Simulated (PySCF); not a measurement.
**Working out the ionisation energy of I**

I [Kr] 4d10 5s2 5p5 (2P) → I⁺ [Kr] 4d10 5s2 5p4 (3P). Calculation: PySCF 2.14, in x2c-TZVPPall (8s6p4d2f, 60 functions); scalar relativity by spin-free X2C-1e. Frozen: [Ar] 3d10. Energies in hartree (1 hartree = 27.21139 eV):

```json
{"part": "UHF", "I (lower)": "-7112.659944", "I⁺ (upper)": "-7112.307628"}
{"part": "MP2 opposite-spin", "I (lower)": "-0.379981", "I⁺ (upper)": "-0.359377"}
{"part": "MP2 same-spin", "I (lower)": "-0.214896", "I⁺ (upper)": "-0.206370"}
```

**Question.** What does Hartree-Fock give?

**Answer.** (-7112.307628) − (-7112.659944) = 0.352316 hartree = 9.587 eV.

**Question.** What do MP2 and SCS-MP2 (6/5 opposite-spin, 1/3 same-spin) give?

**Answer.** The opposite-spin parts differ by 0.561 eV and the same-spin parts by 0.232 eV. MP2: 9.587 + (0.561) + (0.232) = 10.380 eV. SCS-MP2: 9.587 + 1.2 × (0.561) + (0.232)/3 = 10.338 eV.

Measured between the centres of the two terms (NIST): 10.519 eV, so MP2 (valence and next inner shell) is off by -0.139 eV.

What remains against the reference includes basis incompleteness, the frozen core and correlation beyond second order.
